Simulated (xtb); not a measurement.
cyclopropane (C$_{3}$H$_{6}$), singlet, from a rough starting geometry; GFN2-xTB run with xtb.

Here is a job for xtb.
```
$ xtb mol.xyz --gfn 2 --opt vtight --json

# file mol.xyz
9

C      0.03258864     0.80975207     0.03774782
C      0.74754571    -0.39534128    -0.01619176
C     -0.77848454    -0.47657091    -0.01143388
H      0.01676230     1.43032691     0.89722638
H     -0.03374004     1.48885128    -0.83481868
H      1.27130567    -0.78059370    -0.89200068
H      1.23580276    -0.69084077     0.89595255
H     -1.24198011    -0.73302724     0.84785166
H     -1.24375933    -0.71273964    -0.95677642
```

Q: What does xtb print? Leave out banner, timings and long lists.

A: 
```
   ID    Z sym.   atoms
    1    6 C      1-3
    2    1 H      4-9

           -------------------------------------------------
          |                Calculation Setup                |
           -------------------------------------------------

           -------------------------------------------------
          |                 G F N 2 - x T B                 |
           -------------------------------------------------

          ...................................................
          :                      SETUP                      :
          :.................................................:
          :  # basis functions                  18          :
          :  # atomic orbitals                  18          :
          :  # shells                           12          :
          :  # electrons                        18          :
          :  max. iterations                   250          :
          :  Hamiltonian                  GFN2-xTB          :
          :  restarted?                      false          :
          :  GBSA solvation                  false          :
          :  PC potential                    false          :
          :  electronic temp.          300.0000000     K    :
          :  accuracy                    1.0000000          :
          :  -> integral cutoff          0.2500000E+02      :
          :  -> integral neglect         0.1000000E-07      :
          :  -> SCF convergence          0.1000000E-05 Eh   :
          :  -> wf. convergence          0.1000000E-03 e    :
          :  Broyden damping             0.4000000          :
          :  net charge                          0          :
          :  unpaired electrons                  0          :
          ...................................................

 iter      E             dE          RMSdq      gap      omega  full diag
   1     -9.5937692 -0.959377E+01  0.276E+00    9.99       0.0  T
   2     -9.6138556 -0.200864E-01  0.162E+00    9.85       1.0  T
   3     -9.6142703 -0.414771E-03  0.779E-01    9.88       1.0  T
   4     -9.6143114 -0.410947E-04  0.169E-01    9.84       1.0  T
   5     -9.6144568 -0.145395E-03  0.491E-02    9.86       1.0  T
   6     -9.6144569 -0.615155E-07  0.196E-03    9.86      17.0  T
   7     -9.6144569 -0.144755E-07  0.655E-04    9.86      50.9  T
   8     -9.6144569 -0.260311E-09  0.157E-04    9.86     212.4  T

   *** convergence criteria satisfied after 8 iterations ***

         :::::::::::::::::::::::::::::::::::::::::::::::::::::
         ::                     SUMMARY                     ::
         :::::::::::::::::::::::::::::::::::::::::::::::::::::
         :: total energy              -9.435373133195 Eh    ::
         :: gradient norm              0.137436261533 Eh/a0 ::
         :: HOMO-LUMO gap              9.859550934424 eV    ::
         ::.................................................::
         :: SCC energy                -9.614456334729 Eh    ::
         :: -> isotropic ES            0.001752105344 Eh    ::
         :: -> anisotropic ES          0.002438779203 Eh    ::
         :: -> anisotropic XC          0.006653154696 Eh    ::
         :: -> dispersion             -0.003008485383 Eh    ::
         :: repulsion energy           0.179083201534 Eh    ::
         :: add. restraining           0.000000000000 Eh    ::
         :: total charge               0.000000000000 e     ::
         :::::::::::::::::::::::::::::::::::::::::::::::::::::

      -----------------------------------------------------------
     |                   =====================                   |
     |                        A N C O P T                        |
     |                   =====================                   |
     |               Approximate Normal Coordinate               |
     |                Rational Function Optimizer                |
      -----------------------------------------------------------
      -----------------------------------------------------------
     |                   =====================                   |
     |                        A N C O P T                        |
     |                   =====================                   |
     |               Approximate Normal Coordinate               |
     |                Rational Function Optimizer                |
      -----------------------------------------------------------

          ...................................................
          :                      SETUP                      :
          :.................................................:
          :   optimization level         verytight          :
          :   max. optcycles                   200          :
          :   ANC micro-cycles                  20          :
          :   degrees of freedom                21          :
          :.................................................:
          :   RF solver                   davidson          :
          :   write xtbopt.log                true          :
          :   linear?                        false          :
          :   energy convergence         0.1000000E-06 Eh   :
          :   grad. convergence          0.2000000E-03 Eh/α :
          :   maxmium RF displ.          1.0000000          :
          :   Hlow (freq-cutoff)         0.1000000E-01      :
          :   Hmax (freq-cutoff)         5.0000000          :
          :   S6 in model hess.         20.0000000          :
          ...................................................

generating ANC from exact Hessian ...
Using Lindh-Hessian (1995)
 Shifting diagonal of input Hessian by    0.0000000000000000
 Lowest  eigenvalues of input Hessian
    0.000000    0.000000    0.000000    0.000000    0.000000    0.000000
    0.037631    0.042394    0.047854    0.050166    0.056209    0.073467
    0.120998    0.170230    0.193861    0.210121    0.231410    0.270862
 Highest eigenvalues
[...]
 * total energy  :    -9.4353731 Eh     change       -0.4852652E-10 Eh
 * total energy  :    -9.4458977 Eh     change       -0.1052455E-01 Eh
 * total energy  :    -9.4479640 Eh     change       -0.2066302E-02 Eh
 * total energy  :    -9.4481657 Eh     change       -0.2017557E-03 Eh
 * total energy  :    -9.4481877 Eh     change       -0.2190753E-04 Eh
 * total energy  :    -9.4481905 Eh     change       -0.2827890E-05 Eh
 * total energy  :    -9.4481909 Eh     change       -0.4651384E-06 Eh
 * total energy  :    -9.4481910 Eh     change       -0.4522727E-07 Eh
   *** GEOMETRY OPTIMIZATION CONVERGED AFTER 8 ITERATIONS ***
[...]
          :  net charge                          0          :
          :  unpaired electrons                  0          :
          ...................................................

 iter      E             dE          RMSdq      gap      omega  full diag
   1     -9.6077698 -0.960777E+01  0.210E-05   10.18       0.0  T
   2     -9.6077698 -0.666134E-12  0.114E-05   10.18    2934.2  T
   3     -9.6077698 -0.586198E-13  0.510E-06   10.18    6540.6  T

   *** convergence criteria satisfied after 3 iterations ***

         :::::::::::::::::::::::::::::::::::::::::::::::::::::
         ::                     SUMMARY                     ::
         :::::::::::::::::::::::::::::::::::::::::::::::::::::
         :: total energy              -9.448190990848 Eh    ::
         :: gradient norm              0.000036910964 Eh/a0 ::
         :: HOMO-LUMO gap             10.179813109571 eV    ::
         ::.................................................::
         :: SCC energy                -9.607769183084 Eh    ::
         :: -> isotropic ES            0.001678630703 Eh    ::
         :: -> anisotropic ES          0.002762189550 Eh    ::
         :: -> anisotropic XC          0.007141930742 Eh    ::
         :: -> dispersion             -0.003003624162 Eh    ::
         :: repulsion energy           0.159578192236 Eh    ::
         :: add. restraining           0.000000000000 Eh    ::
         :: total charge              -0.000000000000 e     ::
         :::::::::::::::::::::::::::::::::::::::::::::::::::::

           -------------------------------------------------
          |                Property Printout                |
           -------------------------------------------------

    * Orbital Energies and Occupations

         #    Occupation            Energy/Eh            Energy/eV
      -------------------------------------------------------------
         1        2.0000           -0.6370125             -17.3340
         2        2.0000           -0.5621677             -15.2974
         3        2.0000           -0.5621653             -15.2973
         4        2.0000           -0.5244629             -14.2714
         5        2.0000           -0.4996160             -13.5952
         6        2.0000           -0.4451939             -12.1143
         7        2.0000           -0.4451895             -12.1142
         8        2.0000           -0.4199480             -11.4274
         9        2.0000           -0.4199471             -11.4273 (HOMO)
        10                         -0.0458459              -1.2475 (LUMO)
        11                          0.1170691               3.1856
        12                          0.1305373               3.5521
        13                          0.1305586               3.5527
        14                          0.1862825               5.0690
        15                          0.3044179               8.2836
        16                          0.3044418               8.2843
        17                          0.3533016               9.6138
        18                          0.3533200               9.6143
      -------------------------------------------------------------
                  HL-Gap            0.3741012 Eh           10.1798 eV
             Fermi-level           -0.2328965 Eh           -6.3374 eV

     #   Z          covCN         q      C6AA      α(0)
     1   6 C        3.806    -0.062    21.683     6.629
     2   6 C        3.806    -0.062    21.683     6.629
     3   6 C        3.806    -0.062    21.683     6.629
     4   1 H        0.926     0.031     2.574     2.509
     5   1 H        0.926     0.031     2.573     2.509
     6   1 H        0.926     0.031     2.573     2.509
     7   1 H        0.926     0.031     2.573     2.509
     8   1 H        0.926     0.031     2.574     2.509
     9   1 H        0.926     0.031     2.574     2.509

 Mol. C6AA /au·bohr⁶  :        555.000423
 Mol. C8AA /au·bohr⁸  :      11760.197208
 Mol. α(0) /au        :         34.938686

Wiberg/Mayer (AO) data.
largest (>0.10) Wiberg bond orders for each atom

 ---------------------------------------------------------------------------
     #   Z sym  total        # sym  WBO       # sym  WBO       # sym  WBO
 ---------------------------------------------------------------------------
     1   6 C    3.946 --     3 C    0.988     2 C    0.988     5 H    0.983
                             4 H    0.983
     2   6 C    3.946 --     3 C    0.988     1 C    0.988     7 H    0.983
                             6 H    0.983
     3   6 C    3.946 --     1 C    0.988     2 C    0.988     9 H    0.983
                             8 H    0.983
     4   1 H    0.999 --     1 C    0.983
     5   1 H    0.999 --     1 C    0.983
     6   1 H    0.999 --     2 C    0.983
     7   1 H    0.999 --     2 C    0.983
     8   1 H    0.999 --     3 C    0.983
     9   1 H    0.999 --     3 C    0.983
 ---------------------------------------------------------------------------

Topologies differ in total number of bonds
Writing topology from bond orders to xtbtopo.mol

molecular dipole:
                 x           y           z       tot (Debye)
 q only:        0.000       0.000      -0.000
   full:       -0.000       0.000      -0.000       0.000
molecular quadrupole (traceless):
                xx          xy          yy          xz          yz          zz
 q only:       -0.043      -0.000      -0.043      -0.001      -0.002       0.086
  q+dip:       -0.953       0.000      -0.953      -0.029      -0.047       1.906
   full:       -0.666       0.000      -0.666      -0.020      -0.033       1.332

optimized geometry written to: xtbopt.xyz

           -------------------------------------------------
          | TOTAL ENERGY               -9.448190990848 Eh   |
          | GRADIENT NORM               0.000036910964 Eh/α |
          | HOMO-LUMO GAP              10.179813109571 eV   |
           -------------------------------------------------
```
